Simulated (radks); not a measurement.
Results of a calculation; reference values are marked as such.
Problem. The ytterbium ion Yb3+, configuration [Xe] 4f13. Level of theory: scalar-relativistic Kohn-Sham, LDA (Slater exchange, Perdew-Zunger correlation), spin-polarised, spherical densities, finite nucleus; open shells are filled with parallel spins first (spin-orbit coupling, left out, can overturn this in heavy ions); Fermi nuclear charge, rms radius 5.3108 fm (a radial shooting solver on a logarithmic mesh with Libxc functionals). Some entries of the table are withheld. Estimate them.

orbital,occ.,eigenvalue (hartree),<r> (bohr)
1s down,1,-2249.310,0.01968
1s up,1,-2249.310,0.01968
2s up,1,-382.1927,0.08340
2s down,1,-382.1918,0.08340
2p up,3,-337.1961,0.07417
2p down,3,-337.1955,0.07417
3s up,1,-87.12080,0.2170
3s down,1,-87.10321,0.2170
3p up,3,-73.55151,0.2164
3p down,3,-73.53398,0.2164
3d up,5,-56.97394,0.1962
3d down,5,-56.96026,0.1962
4s up,1,-18.14157,0.4879
4s down,1,-18.10783,0.4879
4p up,3,-13.67938,0.5180
4p down,3,-13.64639,0.5180
4d up,5,(1),0.5588
4d down,5,(2),0.5590
5s up,1,-3.16940,1.185
5s down,1,-3.15500,1.187
5p up,3,-2.11408,1.388
5p down,3,-2.10362,1.392
4f up,7,-1.34978,0.7297
4f down,6,-1.32135,0.7339

Solution. 
(1) 4d up eigenvalue (hartree): -7.79897
(2) 4d down eigenvalue (hartree): -7.76697
